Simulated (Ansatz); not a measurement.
The Ansatz (a first-principles code) input:
Ansatz 0.2 input:
```yaml
crystal:
  periodic: [false, false, false]
  atoms:
    - {symbol: O, position_ang: [-0.00874070, 1.09829644, 0.01643599]}
    - {symbol: H, position_ang: [-0.94458229, 1.33506531, 0.00439258]}
    - {symbol: Cl, position_ang: [0.05967693, -0.59537863, -0.00799297]}
basis:
  gaussian:
    orbitals: aug-cc-pVDZ
magnetization: {spin_polarized: false}
correlation: {method: ccsd_t, electrons: outside_noble_gas}
accuracy: high
```

### Question
What does this run give for the T1 diagnostic, coupled-cluster correlation energy (without the perturbative part), total energy, number of basis functions?

### Answer

```
Item                                                                      Result
------------------------------------------------------------------  ------------
T1 diagnostic                                                              0.012
coupled-cluster correlation energy (without the perturbative part)    -0.3744 Eh
total energy                                                        -535.2729 Eh
number of basis functions                                                     59
```
